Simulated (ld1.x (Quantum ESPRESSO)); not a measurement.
**Building the ultrasoft potential for lanthanum (LDA (PZ), scalar-relativistic).**

- Element: La (Z = 57)
- Generator: ld1.x (Quantum ESPRESSO) 7.5
- Type: ultrasoft
- Functional: LDA (PZ)
- Relativity: scalar-relativistic
- Frozen core: [Xe]
- Valence charge: 3
- Reference configuration: 4f0 5d1.5 6s1.5 6p0
- Partial waves: 6s (bound): rcut 3.55, rcutus 4.65 bohr; 6s channel at 0.15 Ry: rcut 3.55, rcutus 4.65 bohr; 6p (bound, empty): rcut 3.60, rcutus 4.70 bohr; 6p channel at 1.6 Ry: rcut 3.60, rcutus 4.70 bohr; 5d (bound): rcut 2.50, rcutus 3.30 bohr; 5d channel at 1.85 Ry: rcut 2.50, rcutus 3.30 bohr; 4f (bound, empty): rcut 1.45, rcutus 1.60 bohr; 4f channel at 0.15 Ry: rcut 1.45, rcutus 1.60 bohr
- Local potential: all-electron potential smoothed inside 2.45 bohr (lloc = -1)
- Core correction: Bessel-smoothed model core inside 1.45 bohr
- Augmentation charge: built from norm-conserving waves at rcut, not smoothed further

All-electron outer shells of the reference configuration (LDA (PZ), scalar-relativistic, ld1.x):

```csv
shell,level (eV),outermost node (bohr),outermost maximum (bohr)
5s,-38.25,0.77,1.41
5p,-21.72,0.83,1.58
4f,-3.75,–,0.75
6s,-3.55,1.87,3.84
5d,-2.72,0.95,2.27
6p,-1.27,2.22,5.11
```

(1) Is a potential produced?

Answers

(1) No. ld1.x (Quantum ESPRESSO) 7.5 stopped with "run_pseudo: Errors in PS-KS equation": the pseudo-atom solver did not find the valence states with the expected number of nodes, which is the usual sign of a ghost state. Before that it printed "Warning: n=1, l=0 expected 0 nodes, found 1".
